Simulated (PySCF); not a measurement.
Excitations are Tamm–Dancoff values on a coarser integration grid. The basis has no diffuse functions, so Rydberg states are missing or too high.

Cartesian coordinates (Å):
SMILES: [Al]([Br])([Br])[Br]
```xyz
4

Br    -0.8940     2.0422     0.0152
Al     0.0000     0.0000     0.0000
Br     2.2154    -0.2468    -0.0347
Br    -1.3215    -1.7954     0.0196
```
Charge 0, spin multiplicity 1.

Task: What S1 excitation (TDA), HOMO–LUMO gap, LUMO, total energy and S1–T1 gap (TDA) does PBE0-D4/def2-TZVP (PySCF) give?

Result: 
| Property | Result |
|---|---|
| S1 excitation (TDA) | 5.79 eV |
| HOMO–LUMO gap | 7.08 eV |
| LUMO | -1.56 eV |
| total energy | -7964.1140 Ha |
| S1–T1 gap (TDA) | 0.29 eV |
